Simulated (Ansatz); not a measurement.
Geometry optimisation, Ansatz 0.2.0, RKS B3LYP-D4/6-31G*.

input.yaml

```yaml
crystal:
  periodic: [false, false, false]
  atoms:
    - { symbol: Al, position_ang: [0.0, 0.0, 0.0] }
    - { symbol: "N", position_ang: [1.379, 0.0, 1.6102] }
    - { symbol: H, position_ang: [0.502, -0.2713, 2.1402] }
    - { symbol: H, position_ang: [2.256, 0.2713, 2.1402] }
    - { symbol: H, position_ang: [1.7491, 0.0, 0.1958] }
    - { symbol: O, position_ang: [-1.5415, 0.0, -0.89] }
    - { symbol: Si, position_ang: [-2.6907, -1.2238, -0.8267] }
    - { symbol: H, position_ang: [-2.2881, -2.2198, 0.162] }
    - { symbol: H, position_ang: [-3.9833, -0.6595, -0.4496] }
    - { symbol: H, position_ang: [-2.8007, -1.8572, -2.1376] }
basis:
  gaussian: { orbitals: "6-31G*" }
hamiltonian:
  xc: b3lyp
  dispersion: d4
relax:
  f_tol: 0.15
  max_steps: 25
  restrain:
    - { distance: [1, 4], at: 1.06, k: 30.0 }
    - { distance: [0, 1], at: 3.12, k: 30.0 }
    - { distance: [0, 4], at: 2.76, k: 30.0 }
```

Command:

```bash
$ ansatz run input.yaml --threads 1 --pin off --max-ram 2048MiB --backend cpu --events-out ev --progress --plain --runs-dir out
```

Task: Where does it end, and by what steps?

Result: The run converged. The restraints hold the end off the free minimum; the threshold counts their pulls, which the force column leaves out. Restrained pairs: N2–H5 (1.46 → 1.04 Å), Al1–N2 (2.12 → 3.11 Å), Al1–H5 (1.76 → 2.77 Å). After 13 steps the energy has fallen by 4.139 eV (the restraints' own energy left out); H3 moved furthest, 1.38 Å.

```csv
step,energy less start (eV),largest force component (eV/Å),accepted
0,0.0000,1.630,yes
1,-0.1232,4.301,yes
2,-0.0021,9.343,yes
3,-1.2858,8.809,yes
4,-3.0418,3.054,yes
5,-3.4600,1.879,yes
6,-3.7143,0.880,yes
7,-3.7868,0.957,yes
8,-3.8458,1.037,yes
9,-3.9800,0.691,yes
10,-4.0529,0.677,yes
11,-4.0800,0.701,yes
12,-4.1063,0.645,yes
13,-4.1393,0.732,yes
```

```xyz
10
Properties=species:S:1:pos:R:3
Al -0.073 0.493 -0.949
N 1.461 0.044 1.719
H 1.390 0.730 2.470
H 2.072 -0.703 2.050
H 1.953 0.513 0.937
O -1.534 -0.429 -0.899
Si -2.850 -1.412 -0.853
H -2.640 -2.558 0.077
H -4.060 -0.669 -0.402
H -3.138 -1.969 -2.206
```

Run time: 62 s on 1 thread of AMD EPYC 7R43 64-Core Processor (Zen 3), with other jobs on the host, peak memory 0.17 GiB.
